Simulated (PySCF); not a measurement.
PySCF was given this input:
```python
from pyscf import gto, scf, mcscf
import numpy

mol = gto.Mole()
mol.atom = '''
    Si    0.05711545   -0.75707196    0.27133415
    Br   -0.07415093    1.44681960    0.30293478
    O     1.28746466   -1.22297648   -0.63933442
    C     2.62810409   -0.87410608   -0.49672320
    O    -1.18134659   -1.37153007   -0.53414486
    C    -2.53715988   -1.18491092   -0.27664487
    H     0.14019722   -1.14822992    1.66886136
    H     3.16735569   -1.25640442   -1.36268850
    H     2.74798565    0.21147330   -0.44695138
    H     3.04403312   -1.31445975    0.41235473
    H    -2.81883581   -1.66724095    0.66215618
    H    -2.78146361   -0.12124534   -0.21135607
    H    -3.09821575   -1.63341708   -1.09572895
'''
mol.basis = 'sto-3g'
mol.verbose = 4
mol.build()

mf = scf.RHF(mol)
mf.kernel()
mc = mcscf.CASSCF(mf, 4, 4)
mc.fix_spin_(ss=0.0)
mc.kernel()
occ = numpy.linalg.eigvalsh(mc.fcisolver.make_rdm1(mc.ci, mc.ncas, mc.nelecas))[::-1]
ss = mc.fcisolver.spin_square(mc.ci, mc.ncas, mc.nelecas)[0]
print('natural occupations', occ.round(4), ' <S^2>', round(ss, 4))
```

**Question.** What SCF-reference HOMO energy does PySCF with CASSCF(4,4)/STO-3G give?

**Answer.** -8.33 eV

**Question.** Give the SCF-reference HOMO-LUMO gap at the level CASSCF(4,4)/STO-3G.

**Answer.** 18.27 eV

**Question.** Estimate the SCF-reference Mulliken (on the basis functions themselves) charges in atom order that CASSCF(4,4)/STO-3G returns for this input.

**Answer.** Si1 1.11, Br2 -0.31, O3 -0.46, C4 -0.05, O5 -0.46, C6 -0.05, H7 -0.16, H8 0.08, H9 0.06, H10 0.05, H11 0.05, H12 0.06, H13 0.08

**Question.** Roughly what does it cost on one core?

**Answer.** around 12 core-seconds (rough).
